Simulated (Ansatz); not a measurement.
CH6OSi2, SMILES `C1[SiH2]O[SiH2]1`, 10 atoms. Charge 0, multiplicity 1. All runs use 2 threads of an Arm Neoverse V1 on a shared host. Correlated methods freeze the cores.

(1) Give the basis size and wall time and peak host memory of each of these runs in Ansatz. RKS revPBE-D4/def2-TZVPP energy; RKS PBE0-D4/def2-QZVPP energy; direct RPA on PBE orbitals/def2-TZVPP energy; RHF-CCSD(T)/def2-SVP energy; RKS PBE0-D4/def2-TZVPP energy; RKS PBE0-D4/def2-SVP energy; RKS ωB97M-V/def2-QZVPP energy; RHF-MP2/def2-QZVPP energy; RKS BHLYP-D4/def2-TZVPP energy; RKS ωB97M-V/def2-SVP energy; RKS PBE0-D4/def2-TZVP relaxation (5 steps); RKS SPW92 (LDA)/def2-TZVPP energy. (An estimate is asked.)

Results:

(1) Computed: Other jobs shared the machine, so times are rough.

```json
{"level": "RKS PBE0-D4/def2-SVP", "job": "energy", "functions": "94", "wall time": "1.4 s", "peak host memory (GiB)": "0.18"}
{"level": "RKS SPW92 (LDA)/def2-TZVPP", "job": "energy", "functions": "230", "wall time": "1.9 s", "peak host memory (GiB)": "0.28"}
{"level": "RHF-CCSD(T)/def2-SVP", "job": "energy", "functions": "94", "wall time": "2.3 s", "peak host memory (GiB)": "0.27"}
{"level": "RKS revPBE-D4/def2-TZVPP", "job": "energy", "functions": "230", "wall time": "3.1 s", "peak host memory (GiB)": "0.29"}
{"level": "RKS PBE0-D4/def2-TZVPP", "job": "energy", "functions": "230", "wall time": "4.7 s", "peak host memory (GiB)": "0.51"}
{"level": "RKS BHLYP-D4/def2-TZVPP", "job": "energy", "functions": "230", "wall time": "4.8 s", "peak host memory (GiB)": "0.53"}
{"level": "RKS ωB97M-V/def2-SVP", "job": "energy", "functions": "94", "wall time": "6.5 s", "peak host memory (GiB)": "0.28"}
{"level": "direct RPA on PBE orbitals/def2-TZVPP", "job": "energy", "functions": "230", "wall time": "7 s", "peak host memory (GiB)": "0.5"}
{"level": "RKS PBE0-D4/def2-QZVPP", "job": "energy", "functions": "434", "wall time": "13 s", "peak host memory (GiB)": "1.3"}
{"level": "RKS PBE0-D4/def2-TZVP", "job": "relaxation (5 steps)", "functions": "172", "wall time": "26 s", "peak host memory (GiB)": "0.4"}
{"level": "RHF-MP2/def2-QZVPP", "job": "energy", "functions": "434", "wall time": "30 s", "peak host memory (GiB)": "2.4"}
{"level": "RKS ωB97M-V/def2-QZVPP", "job": "energy", "functions": "434", "wall time": "32 s", "peak host memory (GiB)": "1.6"}
```
